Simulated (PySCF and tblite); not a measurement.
Results of a calculation; reference values are marked as such.
4 E/Z isomers of C8H8O2, numbered alike:

| isomer | SMILES | descriptors |
| --- | --- | --- |
| A | [CH:1]#[C:2]/[CH:3]=[CH:4]\[CH:5]=[CH:6]\[O:7][C:8]([CH3:9])=[O:10] | 3=4 Z, 5=6 E |
| B | [CH:1]#[C:2]/[CH:3]=[CH:4]/[CH:5]=[CH:6]\[O:7][C:8]([CH3:9])=[O:10] | 3=4 E, 5=6 Z |
| C | [CH:1]#[C:2]/[CH:3]=[CH:4]/[CH:5]=[CH:6]/[O:7][C:8]([CH3:9])=[O:10] | 3=4 E, 5=6 E |
| D | [CH:1]#[C:2]/[CH:3]=[CH:4]\[CH:5]=[CH:6]/[O:7][C:8]([CH3:9])=[O:10] | 3=4 Z, 5=6 Z |

Each isomer is a Boltzmann average at 298.15 K over at most 6 conformers: GFN2-xTB geometries, energies PBE0/6-31G* (D3(BJ) added where defined), GFN2-xTB thermal terms. Programs: PySCF with density fitting and tblite.

Equilibrium rotational constants and dipole components of each isomer's leading conformer, in random order:

| set | A (MHz) | B (MHz) | C (MHz) | abs μa | abs μb | abs μc (D) |
| --- | --- | --- | --- | --- | --- | --- |
| P | 7352 | 380 | 362 | 1.02 | 1.77 | 0.00 |
| Q | 4936 | 478 | 437 | 0.21 | 1.70 | 0.00 |
| R | 3939 | 474 | 424 | 0.29 | 1.51 | 0.00 |
| S | 3603 | 478 | 423 | 0.27 | 1.20 | 0.00 |

Question: Match sets and isomers.

Answer: P is C (Cs), Q is D (Cs), R is A (Cs), S is B (Cs).

The whole study took 14 min on 1 thread of Intel Xeon @ 2.50GHz, on a host shared with other jobs (rough), peak memory 0.96 GiB, launched as `OMP_NUM_THREADS=1 python ens_run.py task.json out`.
